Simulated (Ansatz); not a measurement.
Born–Oppenheimer molecular dynamics of AlFH₅NO (9 atoms, charge 0, multiplicity 1). It starts at the highest image of a converged band, a first-order saddle point between two minima.

All numbers below come from RKS LDA/def2-SVP (Ansatz 0.2.0).

| Property | Result |
| --- | --- |
| ensemble | NVE (velocity Verlet) |
| time step | 0.5 fs |
| steps asked | 200 |
| starting velocities drawn for | 300 K |
| seed | 5299 |

Frames 1 fs apart, positions in Å, forces in eV/Å.

Velocities at 40 fs (Å/ps):

```
Al -2.06 0.27 -2.47
F 0.23 -1.00 1.73
O 0.87 1.42 1.10
H 3.80 1.65 -3.86
N 4.10 0.86 0.57
H -18.89 6.69 26.52
H -2.53 -12.29 -13.31
H 8.34 -34.21 -4.44
H -10.66 15.17 3.19
```

```xyz
9
Properties=species:S:1:pos:R:3:forces:R:3 time_fs=40 energy_less_start_eV=0.076 T=217
Al -0.072 -0.202 0.156 -0.08 -0.17 0.86
F -0.355 -0.546 1.780 0.27 0.15 -0.60
O 1.538 -0.192 -0.396 0.02 -0.11 -0.44
H 1.748 -0.455 -1.317 -0.04 0.15 0.50
N -1.544 -0.026 -0.812 -0.33 -0.73 -0.73
H -2.112 -0.862 -1.087 0.33 0.63 0.43
H -1.352 0.470 -1.691 -0.18 0.15 -0.14
H 0.170 2.004 0.348 0.14 -0.17 -0.08
H -0.357 1.698 0.846 -0.13 0.10 0.20
9
Properties=species:S:1:pos:R:3:forces:R:3 time_fs=41 energy_less_start_eV=0.060 T=234
Al -0.074 -0.202 0.154 0.04 -0.17 1.05
F -0.355 -0.547 1.782 0.28 0.15 -0.69
O 1.539 -0.191 -0.395 0.01 -0.12 -0.53
H 1.751 -0.453 -1.319 -0.07 0.18 0.60
N -1.540 -0.026 -0.811 -0.38 -0.56 -0.94
H -2.129 -0.852 -1.058 0.30 0.57 0.37
H -1.355 0.459 -1.704 -0.22 0.03 0.05
H 0.179 1.969 0.343 0.13 -0.14 -0.04
H -0.369 1.714 0.850 -0.08 0.07 0.13
9
Properties=species:S:1:pos:R:3:forces:R:3 time_fs=42 energy_less_start_eV=0.042 T=254
Al -0.076 -0.201 0.152 0.16 -0.16 1.20
F -0.354 -0.548 1.783 0.27 0.15 -0.77
O 1.540 -0.189 -0.394 -0.08 -0.07 -0.36
H 1.754 -0.449 -1.314 -0.03 0.13 0.43
N -1.537 -0.026 -0.812 -0.29 -0.25 -1.06
H -2.144 -0.837 -1.026 0.13 0.33 0.26
H -1.361 0.447 -1.718 -0.24 -0.07 0.22
H 0.189 1.933 0.338 -0.01 -0.13 0.10
H -0.381 1.730 0.855 0.09 0.06 -0.04
9
Properties=species:S:1:pos:R:3:forces:R:3 time_fs=43 energy_less_start_eV=0.031 T=266
Al -0.078 -0.201 0.150 0.26 -0.16 1.32
F -0.354 -0.549 1.784 0.27 0.14 -0.82
O 1.541 -0.188 -0.394 -0.23 0.04 0.03
H 1.757 -0.443 -1.306 0.06 0.03 0.06
N -1.533 -0.025 -0.813 -0.12 0.11 -1.08
H -2.157 -0.819 -0.992 -0.13 0.01 0.15
H -1.368 0.435 -1.729 -0.25 -0.12 0.30
H 0.199 1.895 0.334 -0.18 -0.09 0.28
H -0.392 1.747 0.860 0.31 0.04 -0.24
9
Properties=species:S:1:pos:R:3:forces:R:3 time_fs=44 energy_less_start_eV=0.031 T=266
Al -0.080 -0.201 0.149 0.35 -0.16 1.40
F -0.353 -0.549 1.784 0.26 0.13 -0.85
O 1.542 -0.187 -0.393 -0.39 0.16 0.45
H 1.760 -0.438 -1.297 0.17 -0.08 -0.36
N -1.530 -0.025 -0.815 0.03 0.34 -0.99
H -2.172 -0.801 -0.956 -0.37 -0.26 0.07
H -1.379 0.422 -1.737 -0.23 -0.11 0.26
H 0.208 1.857 0.332 -0.29 0.01 0.40
H -0.400 1.764 0.863 0.47 -0.02 -0.38
9
Properties=species:S:1:pos:R:3:forces:R:3 time_fs=45 energy_less_start_eV=0.030 T=267
Al -0.082 -0.201 0.149 0.43 -0.18 1.43
F -0.352 -0.550 1.784 0.25 0.11 -0.86
O 1.542 -0.185 -0.393 -0.50 0.23 0.69
H 1.765 -0.433 -1.292 0.22 -0.14 -0.58
N -1.526 -0.025 -0.817 0.03 0.31 -0.81
H -2.190 -0.785 -0.919 -0.44 -0.32 0.04
H -1.391 0.408 -1.743 -0.20 -0.05 0.10
H 0.213 1.819 0.334 -0.28 0.14 0.41
H -0.404 1.781 0.862 0.51 -0.11 -0.41
9
Properties=species:S:1:pos:R:3:forces:R:3 time_fs=46 energy_less_start_eV=0.023 T=275
Al -0.083 -0.201 0.149 0.48 -0.20 1.42
F -0.351 -0.551 1.784 0.23 0.09 -0.85
O 1.542 -0.184 -0.392 -0.51 0.20 0.61
H 1.772 -0.429 -1.291 0.19 -0.11 -0.48
N -1.523 -0.025 -0.820 -0.19 0.03 -0.59
H -2.212 -0.772 -0.882 -0.30 -0.13 0.04
H -1.405 0.394 -1.748 -0.17 0.03 -0.13
H 0.217 1.782 0.340 -0.13 0.28 0.30
H -0.403 1.797 0.857 0.40 -0.18 -0.32
9
Properties=species:S:1:pos:R:3:forces:R:3 time_fs=47 energy_less_start_eV=0.019 T=279
Al -0.085 -0.201 0.149 0.51 -0.24 1.37
F -0.350 -0.551 1.783 0.21 0.07 -0.82
O 1.542 -0.182 -0.390 -0.42 0.11 0.26
H 1.780 -0.427 -1.296 0.08 -0.01 -0.11
N -1.520 -0.024 -0.824 -0.53 -0.37 -0.37
H -2.237 -0.760 -0.844 0.00 0.19 0.02
H -1.421 0.379 -1.754 -0.15 0.09 -0.32
H 0.219 1.747 0.349 0.13 0.39 0.12
H -0.398 1.811 0.849 0.19 -0.22 -0.14
9
Properties=species:S:1:pos:R:3:forces:R:3 time_fs=48 energy_less_start_eV=0.027 T=271
Al -0.086 -0.202 0.150 0.52 -0.27 1.26
F -0.349 -0.552 1.782 0.19 0.05 -0.77
O 1.542 -0.180 -0.388 -0.31 0.00 -0.13
H 1.790 -0.425 -1.301 -0.06 0.10 0.30
N -1.516 -0.024 -0.827 -0.87 -0.70 -0.23
H -2.262 -0.746 -0.807 0.31 0.49 -0.02
H -1.438 0.366 -1.764 -0.14 0.09 -0.38
H 0.222 1.717 0.359 0.39 0.45 -0.06
H -0.391 1.823 0.840 -0.04 -0.22 0.03
9
Properties=species:S:1:pos:R:3:forces:R:3 time_fs=49 energy_less_start_eV=0.035 T=262
Al -0.087 -0.202 0.151 0.52 -0.29 1.12
F -0.348 -0.552 1.780 0.16 0.02 -0.70
O 1.541 -0.179 -0.387 -0.23 -0.07 -0.38
H 1.799 -0.421 -1.303 -0.15 0.17 0.56
N -1.514 -0.024 -0.831 -1.06 -0.82 -0.23
H -2.284 -0.728 -0.769 0.52 0.66 -0.09
H -1.457 0.353 -1.777 -0.14 0.02 -0.27
H 0.229 1.690 0.369 0.54 0.50 -0.13
H -0.385 1.833 0.831 -0.16 -0.20 0.12
9
Properties=species:S:1:pos:R:3:forces:R:3 time_fs=50 energy_less_start_eV=0.032 T=265
Al -0.088 -0.202 0.153 0.50 -0.28 0.94
F -0.346 -0.553 1.778 0.13 -0.01 -0.61
O 1.540 -0.177 -0.386 -0.23 -0.07 -0.37
H 1.806 -0.416 -1.300 -0.17 0.18 0.57
N -1.512 -0.024 -0.835 -1.07 -0.74 -0.35
H -2.301 -0.704 -0.733 0.55 0.66 -0.15
H -1.477 0.340 -1.792 -0.13 -0.09 -0.02
H 0.241 1.669 0.377 0.52 0.57 -0.08
H -0.380 1.841 0.824 -0.11 -0.22 0.07
9
Properties=species:S:1:pos:R:3:forces:R:3 time_fs=51 energy_less_start_eV=0.019 T=279
Al -0.089 -0.203 0.155 0.47 -0.24 0.72
F -0.345 -0.553 1.776 0.10 -0.04 -0.49
O 1.539 -0.175 -0.384 -0.31 0.00 -0.11
H 1.812 -0.410 -1.292 -0.10 0.11 0.32
N -1.512 -0.026 -0.839 -0.88 -0.52 -0.50
H -2.313 -0.673 -0.697 0.38 0.49 -0.17
H -1.498 0.327 -1.808 -0.09 -0.18 0.24
H 0.258 1.653 0.385 0.38 0.66 0.05
H -0.376 1.847 0.816 0.06 -0.27 -0.06
```

Of the whole run (100 fs, mean temperature of the second half 252 K): The conserved energy stayed within 0.063 meV per atom of its start (net change 0.04 meV per atom), so the integration is sound. A run of 0.1 ps of so small a system gives no equilibrium averages. The orbitals stay closed-shell, which can raise the energy where a bond breaks towards radicals; this wasn't checked here.

Time of the run: 2.7 min on 2 threads of Arm Neoverse V1, on a shared host, peak memory 0.11 GiB.
